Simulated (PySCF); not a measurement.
**Exercise with solution: oscillator strength and radiative lifetime**

BH5O4Ti, SMILES B[O][Ti]([OH])([OH])[OH], multiplicity 1.

The structure is a stationary point at r2SCAN-D4/def2-SVP. The multiplicity is an assumed one; other spin states were not compared. Other conformers were not sampled.

TDA-ωB97X/def2-SVPD (PySCF) puts the first singlet state with f over 0.02 at 5.57 eV (vertical), with the transition dipole (-0.408, -0.239, -0.075) in atomic units.

Q: Find the oscillator strength, the wavelength and the radiative lifetime that this transition would have in vacuum if emission retraced absorption.

A: 
|μ|² = 0.2292 au, so |μ| = 1.22 D. ΔE = 5.57/27.211 = 0.2047 hartree. f = (2/3) ΔE |μ|² = 0.031 (the program prints 0.031).
λ = 1239.84/5.57 = 223 nm; ν = 44925 cm⁻¹.
Einstein's coefficient A = 0.6670 ν² f s⁻¹ (ν in cm⁻¹) = 4.2e7 s⁻¹, so τ = 1/A = 24 ns. This state is S2; the lower singlet has f = 0.002. The figure is the radiative limit of this one transition; relaxation, internal conversion, crossing to triplets and a medium change what is measured.
